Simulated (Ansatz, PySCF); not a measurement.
C2HInN2O2 (SMILES O=C=[N][InH][N]=C=O), singlet, at a GFN2-xTB geometry (such geometries of metal compounds can be far from the true shape) (all electrons, no relativity), with bond 2-1 at 1.4 times its length. Base run: CASSCF(4,6)/STO-3G (PySCF).

Input for PySCF:
```python
from pyscf import gto, scf, mcscf
import numpy

mol = gto.Mole()
mol.atom = '''
    In   -0.691414   -0.373945   -0.515789
    H    -2.406079   -1.301307   -1.794913
    N    -0.401101    1.614202   -0.474955
    C     0.222385    2.548993   -0.067191
    O     0.767297    3.508964    0.275461
    N     0.528319   -1.545397    0.569859
    C     1.455118   -1.641729    1.318594
    O     2.337693   -1.829657    2.040832
'''
mol.basis = 'sto-3g'
mol.charge = 0
mol.spin = 0
mol.verbose = 4
mol.build()

mf = scf.RHF(mol)
mf.kernel()
mc = mcscf.CASSCF(mf, 6, 4)
mc.fix_spin_(ss=0.0)
mc.kernel()
occ = numpy.linalg.eigvalsh(mc.fcisolver.make_rdm1(mc.ci, mc.ncas, mc.nelecas))[::-1]
ss = mc.fcisolver.spin_square(mc.ci, mc.ncas, mc.nelecas)[0]
print('natural occupations', occ.round(4), ' <S^2>', round(ss, 4))
```

Programs used: Ansatz (a program for electronic structure), PySCF; a row that names a program was run with it.

Variants of this job, named by their change:

```tsv
change	ΔE vs base (kcal/mol)	natural occupations	<S^2> of the state
base	0.000	1.95 1.95 0.05 0.05 0.00 0.00	0.00
orbitals = fixed (CASCI); correction = SC-NEVPT2	-225.0	2.00 1.99 0.01 0.00 0.00 0.00	0.00
active space = 4 electrons, 5 orbitals	0.122	1.95 1.95 0.05 0.05 0.00	0.00
start = MP2 natural orbitals	-0.123	1.95 1.95 0.05 0.05 0.00 0.00	0.00
code = ansatz	-0.116	-	-
active space = 6 electrons, 8 orbitals	-14.54	1.95 1.95 1.94 0.05 0.05 0.05 0.00 0.00	0.00
solver = newton	29.22	1.99 1.98 0.01 0.01 0.01 0.00	0.00
active space = 6 electrons, 7 orbitals	-24.62	1.95 1.95 1.87 0.12 0.05 0.05 0.00	0.00
state_average = 2 states	4.45	-	-
correction = SC-NEVPT2	-211.4	1.95 1.95 0.05 0.05 0.00 0.00	0.00
active space = 4 electrons, 3 orbitals	28.63	2.00 1.95 0.05	0.00
```

Active orbitals are taken around the Fermi level unless the row says otherwise; CASSCF can end in different local minima, and two programs can end on different orbitals. State-averaged rows give the lowest state.
